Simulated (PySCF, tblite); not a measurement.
Isomers of C5H5ClFO2 (doublet state), one GFN2-xTB conformer each. Single-point energies are computed at B3LYP/pcH-1 (PySCF, gas phase, no added dispersion term), electronic only. GFN2-xTB treats the open shell by occupation alone, and not every SCF solution was tested for stability.

```json
{"SMILES": "O=C([CH]OCF)/C=C/Cl", "GFN2-xTB relative energy (kcal/mol)": "0.0"}
{"SMILES": "O=C(/C=[C]\\Cl)COCF", "GFN2-xTB relative energy (kcal/mol)": "20.1"}
```

Conformers: `[O:1]=[C:2]([CH:3][O:4][CH2:5][F:6])/[CH:7]=[CH:8]/[Cl:9]` (doublet state) with O1–C2–C3–O4 0°, C2–C3–O4–C5 0°, C3–O4–C5–F6 180°, O1–C2–C7–C8 0°; `[O:1]=[C:2](/[CH:3]=[C:4]\[Cl:5])[CH2:6][O:7][CH2:8][F:9]` (doublet state) with O1–C2–C3–C4 180°, O1–C2–C6–O7 -4°, C2–C6–O7–C8 72°, C6–O7–C8–F9 68°.

Problem. What does B3LYP/pcH-1 give for the same structures?

Solution. 
| SMILES | B3LYP/pcH-1 E (Eh) | B3LYP/pcH-1 (kcal/mol) | GFN2-xTB (kcal/mol) | point group |
| --- | --- | --- | --- | --- |
| O=C([CH]OCF)/C=C/Cl | -903.98053 | 0.0 | 0.0 | Cs |
| O=C(/C=[C]\Cl)COCF | -903.93661 | 27.6 | 20.1 | C1 |

Both levels put the same isomer lowest. 

Problem. What happens when harmonic zero-point energies from GFN2-xTB frequencies are added?

Solution. 
```tsv
SMILES	ZPE (kcal/mol)	electronic (kcal/mol)	with ZPE (kcal/mol)
O=C([CH]OCF)/C=C/Cl	56.4	0.0	0.0
O=C(/C=[C]\Cl)COCF	56.7	27.6	27.9
```

The zero-point energies span 0.3 kcal/mol. The order is unchanged.
